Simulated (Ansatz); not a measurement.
`[CH3][GeH]` + `[SiH3]N[SiH3]` → `[SiH3][N]([SiH3])[GeH]` + CH₄ at 400 K and 1 bar (ligand exchange at a Ge–C bond).

Computed with Ansatz on PBE0-D4/def2-TZVP structures; ΔE is electronic, products minus reactants. CBS: MP2 limit from def2 TZ/QZ plus the TZ coupled-cluster correction, frozen cores. This one scheme is used for every species. For Ge outer-core shells are correlated without core-valence functions, which leaves a few kJ/mol of doubt a bond. Scalar relativity is left out up to krypton.

```csv
species,CCSD(T)/CBS energy (Eh),H − E (kJ/mol),S (J/(mol·K))
`[CH3][GeH]`,-2116.52215,127.5,291.3
`[SiH3]N[SiH3]`,-637.10515,203.4,366.7
`[SiH3][N]([SiH3])[GeH]`,-2713.20588,202.2,402.5
CH₄,-40.46206,131.3,197.2
```

H − E and S are ideal-gas, rigid-rotor, harmonic terms from PBE0-D4/def2-TZVP. 1 Eh = 2625.50 kJ/mol, R = 8.31446 J/(mol·K).

Task: By hand: ΔE, ΔH, ΔS and ΔG.

Result: ΔE = (-2713.20588) + (-40.46206) − (-2116.52215) − (-637.10515) = -0.04064 Eh = -106.7 kJ/mol. Δ(H − E) = 202.2 + 131.3 − 127.5 − 203.4 = 2.6, so ΔH = -104.1 kJ/mol. ΔS = 402.5 + 197.2 − 291.3 − 366.7 = -58.3 J/(mol·K). ΔG = -104.1 − 400 × (-58.3)/1000 = -80.8 kJ/mol.

Task: By hand: the equilibrium constant, and the temperature at which ΔG would vanish if ΔH and ΔS stayed fixed.

Result: log₁₀ K = −ΔG/(RT ln 10) = 10.6. ΔG = 0 at ΔH/ΔS = 1786 K.

ΔH outweighs TΔS. A doubt of 5 kJ/mol in ΔE shifts log₁₀ K by 0.7 here. Modes under 60 cm⁻¹, often nearly free rotors, make the harmonic entropy too high. These are equilibria of isolated gas molecules and say nothing of rates. Largest T1 diagnostic: 0.014 (customary marks: 0.02 for closed shells, 0.045 for open ones).
